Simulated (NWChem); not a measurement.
# AlBrClF; SMILES [F][Al]([Cl])[Br]

All runs: NWChem. Pople sets run with spherical d functions. The geometry was optimised at PBE0/def2-SVP. Total energies compare along this basis series because the functional is fixed.

| level | basis functions | energy (Ha) | highest occupied level (eV) | orbital gap (eV) | dipole (D) | relative time |
|---|---|---|---|---|---|---|
| TPSS/STO-3G | 41 | -3339.2502 | -4.21 | 6.38 | 1.96 | 1 |
| TPSS/3-21G | 57 | -3360.2474 | -7.85 | 5.57 | 0.70 | 1 |
| TPSS/6-31G* | 82 | -3376.4417 | -7.86 | 5.73 | 0.35 | 6 |
| TPSS/6-311G** | 114 | -3376.7925 | -7.95 | 5.73 | 0.51 | 5 |

Times are rough ratios from one shared machine.
